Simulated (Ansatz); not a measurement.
Program: Ansatz. Geometries: PBE0-D4/def2-TZVP. ΔE: electronic, gas phase. CBS: MP2 limit from def2 TZ/QZ plus the TZ coupled-cluster correction, frozen cores. This one scheme is used for every species. Functionals use def2-TZVPP. For Br outer-core shells are correlated without core-valence functions, which leaves a few kJ/mol of doubt a bond. Scalar relativity is left out up to krypton. One conformer a species, not always the lowest.

Reaction (ligand exchange at a B–Br bond): `COB(F)Br` + H₂S → `COB(F)S` + HBr

`COB(F)Br`:

```xyz
8

C    -0.289    0.956    0.521
O    -0.339   -0.457    0.495
B     0.208   -1.258   -0.416
F     0.065   -2.561   -0.276
Br    1.208   -0.638   -1.948
H    -1.308    1.328    0.631
H     0.301    1.269    1.384
H     0.154    1.359   -0.391
```

H₂S:

Z-matrix (Å, degrees):
```
S
H 1 1.341
H 1 1.341 2 92.3
```

`COB(F)S`:

Z-matrix (Å, degrees):
```
C
O 1 1.418
H 1 1.091 2 108.6
H 1 1.091 2 111.8 3 120.8
H 1 1.091 2 108.5 3 -118.3
B 2 1.343 1 122.5 3 -119.2
S 6 1.813 2 121.4 1 179.9
F 6 1.334 2 121.6 1 -0.1
H 7 1.342 6 94.4 2 0.0
```

HBr:

```xyz
2

Br    0.409   -0.092   -0.574
H    -0.409    0.092    0.574
```

| level | ΔE (eV) |
| --- | --- |
| PBE-D4 | 0.11 |
| ωB97M-V | 0.13 |
| B2PLYP | 0.12 |
| MP2/def2-TZVPP | 0.16 |
| CCSD/def2-TZVPP | 0.13 |
| CCSD(T)/def2-TZVPP | 0.13 |
| MP2/def2-QZVPP | 0.17 |
| HF/CBS(def2) | 0.14 |

(1) What does CCSD(T)/CBS give? (Best estimate.)

Largest T1 diagnostic among the species: 0.012.

Answers

(1) Computed: +0.15 eV. The listed levels differ from it by -0.04, -0.02, -0.03, 0.01, -0.02, -0.02, 0.02, -0.01 eV.
